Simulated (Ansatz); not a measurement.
Clusters of 9 atoms, halide: gap (eV) at several levels, gas phase, relaxed structures; Ansatz. Clusters are the lowest isomers that short searches found in that spin, judged at the geometry's level. Core potentials for Ag, Pb, Rb in the def2 sets, no spin–orbit coupling. HOMO and LUMO are taken over both spins. The structures are stationary points that may keep the symmetry of their start.

```tsv
species	state	geometry	PBE-D4/def2-SVP	PBE-D4/def2-TZVP	r2SCAN-D4/def2-TZVP	PBE0-D4/def2-SVP	PBE0-D4/def2-TZVP
Cu5H4	doublet	B3LYP-D4/def2-SVP	0.41	0.40	0.72	1.82	1.83
Ge3F6	singlet	PBE-D4/def2-SVP	4.93	4.87	5.36	6.97	6.88
Pb3F6	singlet	B3LYP-D4/def2-SVP	5.20	5.20	5.89	7.34	7.27
Li5H4⁺	singlet	PBE0-D4/def2-TZVP	4.20	4.18	4.92	6.01	5.94
Rb5H4	doublet	B3LYP-D4/def2-SVP	0.58	0.57	0.68	1.46	1.45
Ag5H4⁺	singlet	PBE-D4/def2-SVP	1.86	1.86	2.19	3.60	3.62
Na5F4	doublet	PBE0-D4/def2-SVP	0.38	0.42	0.44	1.06	1.09
```
